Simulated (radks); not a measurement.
Fractional charge and spin in the 4p shell of ruthenium: the spin-up occupation runs from 2 to 3 and the spin-down occupation from 2 to 3; the fullest corner is Ru3+, [Ar] 3d10 4s2 4d(up 2.5, down 2.5) 4p(up 3, down 3). Calculated with a radial shooting solver on a logarithmic mesh with Libxc functionals: scalar-relativistic Kohn-Sham, SCAN, spin-polarised, spherical densities, finite nucleus; meta-GGA in the generalised Kohn-Sham scheme; Fermi nuclear charge, rms radius of each element as measured or else 0.836 A^(1/3) + 0.57 fm. Energy (eV) above the fullest corner. The planes named below are the two flat planes that join the four corners, with an edge along up + down = one added electron.

\begin{tabular}{lrrrrr}
down \ up & 2 & 2.25 & 2.5 & 2.75 & 3 \\ \hline
2 & 198.892 & 170.104 & 142.401 & 115.755 & 90.204 \\
2.25 & 170.104 & 142.522 & 116.005 & 90.536 & 66.122 \\
2.5 & 142.401 & 116.005 & 90.660 & 66.349 & 43.072 \\
2.75 & 115.755 & 90.536 & 66.349 & 43.198 & 21.049 \\
3 & 90.204 & 66.122 & 43.072 & 21.049 & 0.000 \\
\end{tabular}

Corners above the fullest one (they belong to Ru4+ and the next ion): (up 3, down 2) 90.204 eV, (up 2, down 3) 90.204 eV, (up 2, down 2) 198.89 eV. With half an added electron in each spin the energy lies 0.455 eV from the planes, and with half an added electron in spin up alone -2.148 eV. The planes are only a guide here: the flat-plane condition holds for ground states with one frontier orbital, while this shell lies below other occupied shells, so the corners above the fullest one are inner-hole states and not the ground states of those ions.
